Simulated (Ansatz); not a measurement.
`C=C([SiH3])[SiH2][SiH3]` and `C=[C]([SiH3])[GeH3]` differ in one atom or group.

Ansatz, PBE0-D4/def2-TZVP geometries, multiplicity 1. Each molecule was computed in one conformer, which needn't be the lowest.

Scalar relativity is left out up to krypton.

| property | `C=C([SiH3])[SiH2][SiH3]` |
| --- | --- |
| LUMO energy (PBE0/def2-TZVPP) / eV | -1.02 |
| LUMO energy (B3LYP/def2-TZVPP) / eV | -1.20 |
| LUMO energy (ωB97M-V/def2-TZVPP) / eV | 1.02 |
| HOMO–LUMO gap (B3LYP/def2-TZVPP) / eV | 6.35 |
| HOMO–LUMO gap (PBE/def2-TZVPP) / eV | 4.72 |
| LUMO energy (PBE/def2-TZVPP) / eV | -1.98 |

(1) What does the change do to each property? (Best estimate.)

## Answers

(1) Computed: 
```csv
property,`C=[C]([SiH3])[GeH3]`,shift
LUMO energy (PBE0/def2-TZVPP) / eV,-0.78,0.24
LUMO energy (B3LYP/def2-TZVPP) / eV,-0.98,0.22
LUMO energy (ωB97M-V/def2-TZVPP) / eV,1.33,0.31
HOMO–LUMO gap (B3LYP/def2-TZVPP) / eV,6.86,0.51
HOMO–LUMO gap (PBE/def2-TZVPP) / eV,5.19,0.47
LUMO energy (PBE/def2-TZVPP) / eV,-1.78,0.20
```

With PBE0 the HOMO falls by 0.32 eV and the LUMO rises by 0.24 eV, so the gap widens by about 0.56 eV. PBE moves the HOMO by -0.26 eV and ωB97M-V by -0.46 eV.

B3LYP here is the variant with VWN-RPA as its local correlation; programs differ in this.
